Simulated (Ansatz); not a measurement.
Input and output for `BN(C)[SiH2][SiH3]`.

```yaml
crystal:
  periodic: [false, false, false]
  atoms:
    - {symbol: B, position_ang: [-0.023510, 1.466396, 0.817588]}
    - {symbol: N, position_ang: [-0.042141, 0.074961, 0.887807]}
    - {symbol: C, position_ang: [-0.109312, -0.629183, 2.163162]}
    - {symbol: Si, position_ang: [0.013436, -0.941818, -0.544909]}
    - {symbol: Si, position_ang: [0.119946, 0.310333, -2.513922]}
    - {symbol: H, position_ang: [0.032465, 2.000828, -0.255181]}
    - {symbol: H, position_ang: [-0.063462, 2.114156, 1.825875]}
    - {symbol: H, position_ang: [-0.141525, 0.090566, 2.981484]}
    - {symbol: H, position_ang: [-1.002949, -1.258847, 2.217452]}
    - {symbol: H, position_ang: [0.763284, -1.275302, 2.301424]}
    - {symbol: H, position_ang: [-1.191312, -1.822150, -0.543790]}
    - {symbol: H, position_ang: [1.192523, -1.849255, -0.432146]}
    - {symbol: H, position_ang: [1.347035, 1.146849, -2.555588]}
    - {symbol: H, position_ang: [-1.078636, 1.174317, -2.669380]}
    - {symbol: H, position_ang: [0.162358, -0.652451, -3.650475]}
basis:
  gaussian: {orbitals: def2-mTZVPP}
magnetization: {spin_polarized: true, initial_magnetization: 2}
hamiltonian: {xc: {name: CAM-B3LYP}, dispersion: d3bjatm}
output: {forces: true}
```

```sh
$ ansatz run in.yaml --threads 4 --pin off --events-out ev --progress --plain --max-ram 10444MiB
```

It prints (some lines left out):

```
Functional definition: CAM-B3LYP
1555 factors; integrals over basis functions are off by at most 1.2e-3 eV
570 factors; integrals over basis functions are off by at most 1.2e-5 eV
mean field evaluation 1: about -19103.7905 eV, gradient 4.7e1 eV
mean field evaluation 2: about -19059.6560 eV, gradient 9.8e1 eV
mean field evaluation 4: about -19114.6679 eV, gradient 5.1e0 eV
mean field evaluation 8: about -19115.4556 eV, gradient 1.1e0 eV
mean field evaluation 16: about -19115.6420 eV, gradient 4.2e-1 eV
mean field evaluation 32: about -19115.7701 eV, gradient 9.0e0 eV
mean field -19116.60140275 eV, -702.5221438531 hartree, gradient 1.7e-5 eV, S^2 2.007722; 4 other end points of the search recorded, 0 dependent functions left out
reference -19116.60156720 eV, -702.5221498965 hartree; 29, 27 occupied and 137, 139 virtual orbitals, 1555 factors
Total energy: -19116.90915176 eV, -702.5334534209 hartree
Atom 0 at    -0.023510     1.466396     0.817588 Å, force     0.092478     7.584468    -0.176715 eV/Å
Atom 1 at    -0.042141     0.074961     0.887807 Å, force    -0.164587    -7.548856     1.744827 eV/Å
Atom 2 at    -0.109312    -0.629183     2.163162 Å, force     0.008601     0.898941    -0.069027 eV/Å
Atom 3 at     0.013436    -0.941818    -0.544909 Å, force     0.061859    -0.670950    -1.480914 eV/Å
Atom 4 at     0.119946     0.310333    -2.513922 Å, force     0.013530     0.420591    -0.187940 eV/Å
Atom 5 at     0.032465     2.000828    -0.255181 Å, force    -0.007269    -0.282843     0.086045 eV/Å
Atom 6 at    -0.063462     2.114156     1.825875 Å, force     0.000762    -0.274534    -0.075890 eV/Å
Atom 7 at    -0.141525     0.090566     2.981484 Å, force     0.008716     0.042935    -0.157480 eV/Å
Atom 8 at    -1.002949    -1.258847     2.217452 Å, force    -0.035072    -0.082552    -0.218494 eV/Å
Atom 9 at     0.763284    -1.275302     2.301424 Å, force     0.056199    -0.082349    -0.213977 eV/Å
Atom 10 at    -1.191312    -1.822150    -0.543790 Å, force     0.098581     0.176774     0.260553 eV/Å
Atom 11 at     1.192523    -1.849255    -0.432146 Å, force    -0.118575     0.179015     0.250518 eV/Å
Atom 12 at     1.347035     1.146849    -2.555588 Å, force    -0.149139    -0.183738     0.029892 eV/Å
Atom 13 at    -1.078636     1.174317    -2.669380 Å, force     0.141503    -0.187044     0.043521 eV/Å
Atom 14 at     0.162358    -0.652451    -3.650475 Å, force    -0.007587     0.010142     0.165081 eV/Å
Dipole moment:    -0.017649    -1.209018     0.093770 e Å
```

It took 11 s on 4 threads of an Arm Neoverse V1 on a shared host, with 0.74 GiB of host memory at the peak.
